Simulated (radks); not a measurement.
Values are calculated unless marked as measured or tabulated.
Problem. The silicon ion Si12+, [He]. Level of theory: non-relativistic Kohn-Sham, exchange-only B88, spin-polarised, spherical densities, point nucleus (a radial shooting solver on a logarithmic mesh with Libxc functionals). Every spin shell is full or empty, so the densities are truly spherical. Functionals are evaluated on that one density, not self-consistently. Rank these exchange functionals by their error against the exact value of the orbitals, and give that value: LDA, B88, PBE, PBEsol, PW86, OPTX, AM05, EV93, TPSS, MS2, Tao-Mo, MVS.

Solution. Exact: -8.51801 hartree. From best to worst, with 100 (|E| - |E exact|)/|E exact| (equal figures are ties): TPSS +0.06, MVS +0.07, MS2 +0.08, Tao-Mo +0.08, PW86 -0.22, OPTX -0.53, B88 -0.76, PBE -1.97, EV93 +3.85, PBEsol -6.24, AM05 -10.96, LDA -14.17.
